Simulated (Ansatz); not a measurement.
`BSB` + `Cl[SiH]1N[SiH2]1` → `BN1[SiH2][SiH]1Cl` + `BS` at 298.15 K and 1 bar (ligand exchange at a B–S bond).

Calculated with Ansatz (gas phase, PBE0-D4/def2-TZVP geometries, no zero-point term in ΔE). CCSD(T)/CBS adds triple-zeta CCSD(T) − MP2 to the extrapolated MP2 energy (def2 sets, frozen cores). This one scheme is used for every species.

```tsv
species	CCSD(T)/CBS energy (Eh)	H − E (kJ/mol)	S (J/(mol·K))
`BSB`	-449.77944	128.4	273.6
`Cl[SiH]1N[SiH2]1`	-1095.09347	131.5	319.7
`BN1[SiH2][SiH]1Cl`	-1120.50903	165.8	353.1
`BS`	-424.38198	90.6	245.0
```

H − E and S are ideal-gas, rigid-rotor, harmonic terms from PBE0-D4/def2-TZVP, for one conformer and one mirror image of each species. 1 Eh = 2625.50 kJ/mol, R = 8.31446 J/(mol·K).

By hand: ΔE, ΔH, ΔS and ΔG.

ΔE = (-1120.50903) + (-424.38198) − (-449.77944) − (-1095.09347) = -0.01810 Eh = -47.5 kJ/mol. Δ(H − E) = 165.8 + 90.6 − 128.4 − 131.5 = -3.5, so ΔH = -51.0 kJ/mol. ΔS = 353.1 + 245.0 − 273.6 − 319.7 = 4.8 J/(mol·K). ΔG = -51.0 − 298.15 × (4.8)/1000 = -52.4 kJ/mol.

By hand: the equilibrium constant, and the temperature at which ΔG would vanish if ΔH and ΔS stayed fixed.

log₁₀ K = −ΔG/(RT ln 10) = 9.2. ΔH and −TΔS have one sign here, so there is no such temperature. One of them is within its doubt of zero, so this could turn.

The number of gas molecules stays the same, so ΔS is small and ΔH decides. A doubt of 5 kJ/mol in ΔE shifts log₁₀ K by 0.9 here. Other conformers and mirror images would add mixing entropy, several J/(mol·K) or more a flexible species. These are equilibria of isolated gas molecules and say nothing of rates. Largest T1 diagnostic: 0.015 (customary marks: 0.02 for closed shells, 0.045 for open ones).
